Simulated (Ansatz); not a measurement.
Reaction (formal exchange of groups at the Se–C bond): `BC/N=C/[SeH]` + `O=[CH][GeH3]` → `O=[CH][GeH2][SeH]` + `BCN=C`

Program: Ansatz. Geometries: PBE0-D4/def2-TZVP. ΔE: electronic, gas phase. CCSD(T)/CBS adds triple-zeta CCSD(T) − MP2 to the extrapolated MP2 energy (def2 sets, frozen cores). DFT in def2-TZVPP. For Ge, Se outer-core shells are correlated without core-valence functions, which leaves a few kJ/mol of doubt a bond. Scalar relativity is left out up to krypton. Each species was taken in one conformer, which may not be the lowest.

| level | ΔE (kJ/mol) |
| --- | --- |
| PBE | -80.6 |
| PBE0 | -87.1 |
| CCSD/def2-TZVPP | -90.0 |
| HF/CBS(def2) | -99.3 |

(1) What does CCSD(T)/CBS give? (Best estimate.)

Largest T1 diagnostic among the species: 0.014.

Answers

(1) The calculation gave: -90.3 kJ/mol. The listed levels differ from it by 9.7, 3.2, 0.3, -9.0 kJ/mol.

In def2-TZVPP, CCSD(T) changes the Hartree–Fock value by +12.9 kJ/mol (the triples alone add +2.4 kJ/mol) and MP2 by +12.9 kJ/mol. From PBE to PBE0 (25 % exact exchange), in def2-TZVPP and without D4, ΔE moves by −6.4 kJ/mol.
